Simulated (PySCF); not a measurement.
[LiI2]-, singlet: data card

All numbers come from PBE0/[Li def2-TZVPD, I def2-TZVPD with ECP28], scalar-relativistic core potentials, density fitting, no spin–orbit coupling, PySCF.

The structure is a minimum.

```json
{
 "Point group": "D∞h",
 "Bond lengths": "Li–I 2.539 Å (×2)",
 "Bond angles": "I–Li–I 180.0°",
 "Heat capacity Cp at 298.15 K": "58.4 J/(mol K)",
 "Principal polarisabilities": "101.2, 101.2, 125.6 bohr³",
 "Zero-point energy": "5.3 kJ/mol",
 "Highest occupied level": "-2.89 eV",
 "Lowest empty level": "2.85 eV",
 "Rotational constants": "0.0103 cm⁻¹",
 "Enthalpy at 298.15 K above 0 K": "14.70 kJ/mol",
 "Principal quadrupole moments (Buckingham, traceless) about the centre of mass": "-40.90, 20.45, 20.45 D Å",
 "Entropy at 298.15 K and 1 bar": "304.8 J/(mol K)",
 "Rotational symmetry number": "2",
 "Dipole moment about the centre of mass": "0.00 D"
}
```

Harmonic modes (masses in u: Li 7.016, I 126.904):
| symmetry | ω (cm⁻¹) | IR (km/mol, summed over degenerate members) | μ (u) |
| --- | --- | --- | --- |
| σg+ | 90 | 0.0 | 126.90 |
| πu | 138 | 42.8 | 7.20 |
| σu+ | 516 | 188 | 7.20 |

In D∞h the vibrations span σg+ + πu + σu+. The σg+ mode carries no infrared intensity, as symmetry demands. With a centre of inversion only u modes can be infrared active and only g modes Raman active.

Charges (e); Mulliken and Löwdin values are unreliable with diffuse functions:
```csv
atom,Mulliken,Löwdin,polar tensor,Mayer order to Li1
Li1,0.66,0.14,0.61,–
"I2,3",-0.83,-0.57,-0.81,0.30
```

Mulliken populations on Li1: s 2.18, p 0.16.

Counting electrons, lithium keeps none of its valence electrons outside its bonds, so the VSEPR class is AX2 and the expected shape is linear (D∞h), as computed.

This need not be the most stable arrangement of these atoms. The lowest empty level of this anion is unbound, so it and the gap depend on the basis.

The final relaxation and frequency run took of the order of 60 core-seconds on a shared host.
